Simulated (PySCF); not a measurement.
Computed IR spectrum (relative IR intensity) of a molecule C5H4N, multiplicity 2. Coordinates come from a ωB97X-D3(BJ)/def2-SVP optimisation. Other conformers were not sampled. These are ωB97X-D3(BJ)/def2-SVP (PySCF) values and carry that method's errors. Frequencies are harmonic and unscaled.

Lines under 2 % of the strongest are left out, and lines within 2 cm⁻¹ are merged.

```json
[
 {"ν (cm⁻¹)": "450", "relative intensity": "34"},
 {"ν (cm⁻¹)": "730", "relative intensity": "7.5"},
 {"ν (cm⁻¹)": "784", "relative intensity": "84"},
 {"ν (cm⁻¹)": "993", "relative intensity": "47"},
 {"ν (cm⁻¹)": "1082", "relative intensity": "26"},
 {"ν (cm⁻¹)": "1239", "relative intensity": "9.1"},
 {"ν (cm⁻¹)": "1433", "relative intensity": "42"},
 {"ν (cm⁻¹)": "1499", "relative intensity": "22"},
 {"ν (cm⁻¹)": "1615", "relative intensity": "100"},
 {"ν (cm⁻¹)": "1689", "relative intensity": "74"},
 {"ν (cm⁻¹)": "3183", "relative intensity": "51"},
 {"ν (cm⁻¹)": "3185", "relative intensity": "7.7"},
 {"ν (cm⁻¹)": "3230", "relative intensity": "5.2"}
]
```

Q: Identify the compound among the candidates.
A) [c]1ccccn1
B) [c]1ccncc1
C) [c]1cccnc1

A: B, [c]1ccncc1
